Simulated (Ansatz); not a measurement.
Input for Ansatz (a quantum-chemistry and plane-wave program): R-CCSD(T)/cc-pV(T+d)Z on CH3ClSi (SMILES C[Si]Cl), a point of a torsion scan. Files ending in .json are basis or fitting sets from the Basis Set Exchange.

Ansatz 0.2 input:
```yaml
crystal:
  periodic: [false, false, false]
  atoms:
    - {symbol: C, position_ang: [-0.60712083, 0.00583017, 0.01111295]}
    - {symbol: Si, position_ang: [0.98173322, 1.07106136, -0.13341649]}
    - {symbol: Cl, position_ang: [2.22217698, 0.00943344, 1.16952492]}
    - {symbol: H, position_ang: [-0.79030982, -0.32166676, 1.03479756]}
    - {symbol: H, position_ang: [-1.48722041, 0.54532147, -0.33257271]}
    - {symbol: H, position_ang: [-0.51804495, -0.89024510, -0.60375366]}
basis:
  gaussian:
    orbitals: cc-pV_T+d_Z.json
magnetization: {spin_polarized: false}
correlation: {method: ccsd_t, electrons: outside_noble_gas}
scf: {lower_state_search: off}
```

It printed:

```
WARN ansatz: RAYON_NUM_THREADS=1 ignored (pool sized by the plan → 1); use --threads N
Functional definition: HF
these checks for a lower state are left out or cut short: stability, starts, cluster_reference, orbital_swaps, neighbouring_geometries, increment
integrals: 0.35 GiB planned
874 factors; integrals over basis functions are off by at most 1.0e-3 eV
mean field: 0.38 GiB planned
mean field evaluation 1: about -21443.2308 eV, gradient 2.7e1 eV
mean field evaluation 2: about -21443.3623 eV, gradient 2.8e1 eV
mean field evaluation 4: about -21445.4813 eV, gradient 2.4e0 eV
mean field evaluation 8: about -21445.5273 eV, gradient 2.1e-1 eV
mean field -21445.52758592 eV, -788.1086024817 hartree, gradient 3.1e-6 eV, S^2 0.000000; 0 other end points of the search recorded, 0 dependent functions left out
11 core orbitals not correlated
reference -21445.52758592 eV, -788.1086024817 hartree; 9, 9 occupied and 130, 130 virtual orbitals, 874 factors
second order -12.69880854 eV of doubles, -0.00000000 eV of singles
coupled cluster: 0.93 GiB planned
cycle   1  -13.44086562 eV  change   -7.4e-1 eV  update   8.2e-2
cycle   2  -13.79704177 eV  change   -3.6e-1 eV  update   2.8e-2
cycle   3  -13.86027154 eV  change   -6.3e-2 eV  update   1.4e-2
cycle   4  -13.85204244 eV  change    8.2e-3 eV  update   4.2e-3
cycle   5  -13.85095347 eV  change    1.1e-3 eV  update   1.6e-3
cycle   6  -13.85117228 eV  change   -2.2e-4 eV  update   5.3e-4
cycle   7  -13.85110544 eV  change    6.7e-5 eV  update   1.7e-4
cycle   8  -13.85115231 eV  change   -4.7e-5 eV  update   5.7e-5
cycle   9  -13.85115525 eV  change   -2.9e-6 eV  update   2.0e-5
perturbative correction -0.59064540 eV, -0.0217058182 hartree
Total energy: -21459.96938656 eV, -788.6393288665 hartree
Checks for a lower state left out: stability, starts, cluster_reference, orbital_swaps, neighbouring_geometries, increment
```

Self-consistency was reached.

Cost: around 12 core-seconds (rough).
